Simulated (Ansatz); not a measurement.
Program: Ansatz. Geometries: PBE0-D4/def2-TZVP. ΔE: electronic, gas phase. CCSD(T)/CBS is the MP2 limit (def2-TZVPP, def2-QZVPP) plus CCSD(T) − MP2 in def2-TZVPP, frozen cores. This one scheme is used for every species, atoms too. Functionals use def2-TZVPP. HSE06 is defined as in plane-wave codes. Open shells (•) are unrestricted, without spin–orbit coupling. Spin–orbit coupling would lower the free atoms: a little for C, S, Si.

Reaction (atomization): `[SiH3]C1NCS1` → 2 C• + 7 H• + N• + S• + Si•

`[SiH3]C1NCS1`:

Z-matrix (Å, degrees):
```
Si
C 1 1.890
H 1 1.489 2 110.4
H 1 1.484 2 108.5 3 120.3
H 1 1.487 2 109.1 3 -120.0
N 2 1.479 1 111.9 3 -71.9
S 2 1.851 1 111.3 3 -174.8
H 2 1.092 1 112.4 3 57.5
C 6 1.466 2 96.4 1 -100.5
H 6 1.013 2 109.0 1 146.9
H 9 1.090 6 114.7 2 -133.6
H 9 1.092 6 111.9 2 100.7
```

```
             level  ΔE (kJ/mol)  difference from CCSD(T)/CBS
            PBE-D4       4234.9                         92.6
         revPBE-D4       4143.1                          0.8
        r2SCAN0-D4       4081.5                        -60.8
          HSE06-D4       4165.2                         22.9
               PBE       4204.5                         62.2
              BLYP       4067.0                        -75.3
              PBE0       4136.6                         -5.7
     HF/def2-TZVPP       2894.0                      -1248.3
   CCSD/def2-TZVPP       3948.3                       -194.0
SCS-MP2/def2-QZVPP       4152.9                         10.6
       CCSD(T)/CBS       4142.3                            0
```

Largest T1 diagnostic among the species: 0.012.

At CCSD(T), def2-SVP lies −270.8 kJ/mol from the extrapolated value and def2-TZVPP −123.3 kJ/mol: correlation converges slowly with the basis, and small sets miss more of it in the bonded molecule than in its fragments. Leaving LDA and LC-ωPBE aside and taking each functional with its dispersion term where it has one, the values, not all of them listed here, spread over 213.1 kJ/mol, from BHLYP-D4 to PBE-D4. LDA lies +571.7 kJ/mol from PBE without D4, its usual overbinding. From PBE to PBE0 (25 % exact exchange), in def2-TZVPP and without D4, ΔE moves by −67.8 kJ/mol: exact exchange takes away binding that semilocal exchange gives to molecules.

For atomizations the MP2-based limit and the directly extrapolated one differ by several kJ/mol either way, and by 10 to 25 for some Ge, Se and Sn compounds, so smaller differences from it don't rank the levels.
